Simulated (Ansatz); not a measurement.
`[NH2][Al]([NH2])[Cl]` and `[CH3][Al]([NH2])[Cl]` differ in one atom or group.

Ansatz, PBE0-D4/def2-TZVP geometries, multiplicity 1. Each molecule was computed in one conformer, which needn't be the lowest.

```json
{"property": "HOMO energy (PBE/def2-TZVPP) / eV", "`[NH2][Al]([NH2])[Cl]`": "-5.83"}
{"property": "HOMO energy (ωB97M-V/def2-TZVPP) / eV", "`[NH2][Al]([NH2])[Cl]`": "-9.65"}
{"property": "zero-point energy (PBE0-D4/def2-TZVP) / kJ/mol", "`[NH2][Al]([NH2])[Cl]`": "138.8"}
{"property": "HOMO–LUMO gap (B3LYP/def2-TZVPP) / eV", "`[NH2][Al]([NH2])[Cl]`": "6.62"}
{"property": "HOMO energy (B3LYP/def2-TZVPP) / eV", "`[NH2][Al]([NH2])[Cl]`": "-7.01"}
{"property": "LUMO energy (PBE/def2-TZVPP) / eV", "`[NH2][Al]([NH2])[Cl]`": "-0.90"}
```

(1) Give the same properties after the change, and the shifts. (Best estimate.)

## Answers

(1) Computed: 
```tsv
property	`[CH3][Al]([NH2])[Cl]`	shift
HOMO energy (PBE/def2-TZVPP) / eV	-6.20	-0.37
HOMO energy (ωB97M-V/def2-TZVPP) / eV	-10.00	-0.35
zero-point energy (PBE0-D4/def2-TZVP) / kJ/mol	165.6	26.8
HOMO–LUMO gap (B3LYP/def2-TZVPP) / eV	7.04	0.42
HOMO energy (B3LYP/def2-TZVPP) / eV	-7.36	-0.35
LUMO energy (PBE/def2-TZVPP) / eV	-0.80	0.10
```

With PBE0 the HOMO falls by 0.35 eV and the LUMO rises by 0.07 eV, so the gap widens by about 0.42 eV. PBE moves the HOMO by -0.37 eV and ωB97M-V by -0.35 eV. The zero-point energy changes by 26.8 kJ/mol with +3 modes.

B3LYP here is the variant with VWN-RPA as its local correlation; programs differ in this.
